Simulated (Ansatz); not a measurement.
One change: `C[O][Hf]([Cl])([Cl])[Cl]` becomes `[SiH3][O][Hf]([Cl])([Cl])[Cl]`.

Ansatz, PBE0-D4/def2-TZVP geometries, multiplicity 1. Each molecule was computed in one conformer, which needn't be the lowest.

Elements past krypton have def2 core potentials.

```
                               property  `C[O][Hf]([Cl])([Cl])[Cl]`
    LUMO energy (B3LYP/def2-TZVPP) / eV                       -1.48
HOMO–LUMO gap (ωB97M-V/def2-TZVPP) / eV                       12.21
    HOMO–LUMO gap (PBE/def2-TZVPP) / eV                        5.57
  LUMO energy (ωB97M-V/def2-TZVPP) / eV                        0.80
      LUMO energy (PBE/def2-TZVPP) / eV                       -2.10
  HOMO energy (ωB97M-V/def2-TZVPP) / eV                      -11.41
```

Problem. Give the same properties after the change, and the shifts. (Best estimate.)

Solution. Computed: 
```tsv
property	`[SiH3][O][Hf]([Cl])([Cl])[Cl]`	shift
LUMO energy (B3LYP/def2-TZVPP) / eV	-1.73	-0.25
HOMO–LUMO gap (ωB97M-V/def2-TZVPP) / eV	12.20	-0.01
HOMO–LUMO gap (PBE/def2-TZVPP) / eV	5.62	0.05
LUMO energy (ωB97M-V/def2-TZVPP) / eV	0.56	-0.24
LUMO energy (PBE/def2-TZVPP) / eV	-2.36	-0.26
HOMO energy (ωB97M-V/def2-TZVPP) / eV	-11.64	-0.23
```

B3LYP here is the variant with VWN-RPA as its local correlation; programs differ in this.
